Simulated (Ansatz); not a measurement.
`[CH3][ZnH]` + CH₃NH₂ → `C[NH][ZnH]` + CH₄ at 298.15 K and 1 bar (ligand exchange at a Zn–C bond).

Gas-phase electronic energies from Ansatz, PBE0-D4/def2-TZVP geometries. CCSD(T)/CBS adds triple-zeta CCSD(T) − MP2 to the extrapolated MP2 energy (def2 sets, frozen cores). This one scheme is used for every species. For Zn outer-core shells are correlated without core-valence functions, which leaves a few kJ/mol of doubt a bond. Scalar relativity is left out up to krypton.

| species | CCSD(T)/CBS energy (Eh) | H − E (kJ/mol) | S (J/(mol·K)) |
| --- | --- | --- | --- |
| `[CH3][ZnH]` | -1818.81862 | 120.8 | 253.5 |
| CH₃NH₂ | -95.75281 | 180.0 | 240.4 |
| `C[NH][ZnH]` | -1874.12279 | 172.4 | 305.0 |
| CH₄ | -40.46206 | 127.4 | 186.2 |

H − E and S are ideal-gas, rigid-rotor, harmonic terms from PBE0-D4/def2-TZVP. 1 Eh = 2625.50 kJ/mol, R = 8.31446 J/(mol·K).

Problem. By hand: ΔE, ΔH, ΔS and ΔG.

Solution. ΔE = (-1874.12279) + (-40.46206) − (-1818.81862) − (-95.75281) = -0.01342 Eh = -35.2 kJ/mol. Δ(H − E) = 172.4 + 127.4 − 120.8 − 180.0 = -1.0, so ΔH = -36.2 kJ/mol. ΔS = 305.0 + 186.2 − 253.5 − 240.4 = -2.7 J/(mol·K). ΔG = -36.2 − 298.15 × (-2.7)/1000 = -35.4 kJ/mol.

Problem. By hand: the equilibrium constant, and the temperature at which ΔG would vanish if ΔH and ΔS stayed fixed.

Solution. log₁₀ K = −ΔG/(RT ln 10) = 6.2. ΔG = 0 at ΔH/ΔS = 13407 K, far beyond where these terms or the molecules hold.

The number of gas molecules stays the same, so ΔS is small and ΔH decides. A doubt of 5 kJ/mol in ΔE shifts log₁₀ K by 0.9 here. These are equilibria of isolated gas molecules and say nothing of rates. Largest T1 diagnostic: 0.015 (customary marks: 0.02 for closed shells, 0.045 for open ones).
